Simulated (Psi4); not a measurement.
## GeSiH4F (SMILES F[SiH][GeH3]): entropy by statistical mechanics

A doublet with charge 0, relaxed at UPBE-D3(BJ)/def2-SVP (density fitting) (Psi4 1.11):

```xyz
7

F    -0.8117   -1.8122    1.4441
Si   -0.8947   -1.1446   -0.0650
Ge    0.3344    0.9183   -0.0878
H    -0.3159   -2.1600   -1.0312
H     0.3065    1.4799   -1.5347
H    -0.3285    1.9487    0.8609
H     1.8135    0.7200    0.3495
```

Harmonic wavenumbers in cm⁻¹: 88, 137, 323, 362, 447, 590, 743, 759, 837, 844, 858, 2050, 2078, 2086, 2094.

Masses in u: F 18.998, Si 28.085, Ge 72.63, H 1.008. Take T = 298.15 K, p = 1 bar, R = 8.3145 J/(mol K), kT/hc = 207.22 cm⁻¹, rigid rotor and harmonic oscillator.

**Question.** Work out S° at 298 K.

**Answer.** 
1. Translation (Sackur–Tetrode): S = R[3/2 ln M + 5/2 ln T − 1.1517] with M = 123.745 gives 168.9 J/(mol K).
2. Rotation: principal moments 30.822, 232.418, 254.094 u Å² give A, B, C = 0.5469, 0.0725, 0.0663 cm⁻¹; the symmetry number is σ = 1; q = (√π/σ)√((kT/hc)³/ABC) = 103120; S = R(ln q + 3/2) = 108.5.
3. Vibration: with u = ν̃/207.22, each mode gives R[u/(eᵘ − 1) − ln(1 − e⁻ᵘ)]; the sum is 47.1, most from 88 cm⁻¹ (15.5), 137 cm⁻¹ (11.9), 323 cm⁻¹ (5.4).
4. Spin and the two mirror images of this shape: R ln 4 = 11.5.
5. Sum: 168.9 + 108.5 + 47.1 + 11.5 = 336.0 J/(mol K).

No measured value is set beside it here. Where a soft mode is a torsion, a harmonic oscillator describes it poorly.
